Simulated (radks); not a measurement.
Radial electron density D(r) = 4 pi r^2 rho(r) of an atom or ion with 19 electrons. Calculated with a radial shooting solver on a logarithmic mesh with Libxc functionals: scalar-relativistic Kohn-Sham, PBEsol, spin-polarised, spherical densities, finite nucleus; Fermi nuclear charge, rms radius of each element as measured or else 0.836 A^(1/3) + 0.57 fm.

```
   r/bohr * D(r) (the largest magnitude, 31.6, reaches the edge; | marks zero)
 0.006029 |     *
 0.006798 |      *
 0.007604 |        *
 0.008573 |          *
 0.009666 |            *
  0.01081 |              *
  0.01219 |                 *
  0.01374 |                    *
  0.01537 |                       *
  0.01733 |                           *
  0.01954 |                               *
  0.02186 |                                  *
  0.02465 |                                      *
  0.02779 |                                          *
  0.03108 |                                             *
  0.03505 |                                               *
  0.03951 |                                                 *
   0.0442 |                                                 *
  0.04983 |                                                 *
  0.05618 |                                               *
  0.06284 |                                             *
  0.07085 |                                          *
  0.07989 |                                        *
  0.08936 |                                      *
   0.1007 |                                      *
   0.1136 |                                       *
   0.1271 |                                          *
   0.1433 |                                             *
   0.1615 |                                                  *
   0.1807 |                                                     *
   0.2037 |                                                      *
   0.2297 |                                                    *
   0.2569 |                                                *
   0.2896 |                                         *
   0.3266 |                                 *
   0.3653 |                         *
   0.4118 |                   *
   0.4643 |                *
   0.5194 |                *
   0.5856 |                 *
   0.6603 |                   *
   0.7385 |                    *
   0.8327 |                   *
   0.9388 |                 *
     1.05 |             *
    1.184 |         *
    1.335 |     *
    1.493 |   *
    1.684 | *
    1.898 |*
    2.123 *
    2.394 *
    2.699 *
    3.019 *
    3.404 *
```

What is the nuclear charge?

Answer. Z = 24. The innermost maximum, from 1s, lies near gamma/Z bohr with gamma = sqrt(1 - (Z/c)^2) = 0.985, here 0.041 bohr (found: 0.0442), and its height grows with Z. The density is that of the chromium ion Cr5+ in [Ar] 3d1; the configuration itself is not fixed sharply by these data, and Z only to about a unit. D(r) has 3 maxima, at r = 0.0442, 0.204, 0.750 bohr, and minima at 0.0976, 0.499 bohr, inside which lie 2.12, 10.45 electrons.
